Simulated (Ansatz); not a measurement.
Species: C4H4N, net charge -1, singlet state. It need not be the lowest isomer of its formula. Whether it binds its extra electron was not tested at this geometry. 
Coordinates optimised at B3LYP-D3(BJ)/def2-TZVP (Ansatz, an electronic-structure program):
```xyz
9

C     -2.3394    -0.1990     0.0071
C     -1.0414     0.2192     0.0699
C      0.1519    -0.5139    -0.1147
C      1.4158     0.0566    -0.0181
N      2.4881     0.5230     0.0600
H     -3.1570     0.4904     0.1741
H     -2.5984    -1.2304    -0.2111
H     -0.8890     1.2755     0.2957
H      0.1063    -1.5736    -0.3436
```
Charge -1, spin multiplicity 1.

Basis-set convergence of Hartree-Fock and CCSD correlation energies (hartree) with Ansatz. Correlated levels leave the core frozen unless marked. No spin-orbit coupling. No relativistic terms. This anion needs diffuse functions, which these sets lack.

```tsv
basis	functions	E(HF)	E(corr, CCSD)
cc-pVDZ	-	-208.22064	-0.71812
cc-pVTZ	206	(withheld)	(withheld)
```

Problem. Complete the blanks.

Solution. 
- cc-pVTZ, E(HF): -208.28079
- cc-pVTZ, E(corr, CCSD): -0.85889
